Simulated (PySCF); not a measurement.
# [Ho(NH2)2]+ at several levels of theory

Computed with PySCF 2.14.0 (density fitting, no spin-orbit coupling) at the geometry relaxed with PBE0:

```xyz
7
[Ho(NH2)2]+ (singlet in the valence; each metal's 4f electrons, 10 of them, lie in its core potential, out of spins and levels)
Ho    0.0000    0.0000   -0.2557
N     1.6245   -0.1647    0.9988
H     2.6212   -0.2618    0.7945
H     1.5434   -0.1660    2.0184
N    -1.6245    0.1647    0.9988
H    -2.6212    0.2618    0.7945
H    -1.5434    0.1660    2.0184
```

```csv
level,basis,state,HOMO (eV),gap (eV),charge on Ho1 (e),population of f-type functions on Ho1 (polarisation alone where 4f lies in the core),dipole about the centre of mass (D),largest force component (eV/Å)
PBE0,"Ho lcecp-1-SVP with ECP56, N def2-SVP, H def2-SVP",singlet,-11.69,4.92,1.20,0.05,2.79,0.02
PBE0,"Ho lcecp-1-TZVP with ECP56, N def2-TZVP, H def2-TZVP",singlet,-11.72,4.94,1.62,0.05,3.05,0.31
```

In the lcecp rows the 4f levels are missing from HOMO and gap, and the state counts the valence alone.

Charges are Mulliken's, which hang on the basis. The relaxation used the grid (50, 194), these runs (75, 302) or, all-electron (x2c bases, spin-free X2C Hamiltonian), (99, 590).

Problem. A further run in the first row's basis gives HOMO (eV) -10.93, gap (eV) 3.93, charge on Ho1 (e) 1.19, population of f-type functions on Ho1 (polarisation alone where 4f lies in the core) 0.05, dipole about the centre of mass (D) 2.73, largest force component (eV/Å) 0.38. Which level was it?
A. B3LYP
B. TPSSh

Solution. B. The others give HOMO -11.45 eV (B3LYP).

An lcecp potential fixes the number of 4f electrons, so in runs with it no electron can move into or out of that shell.
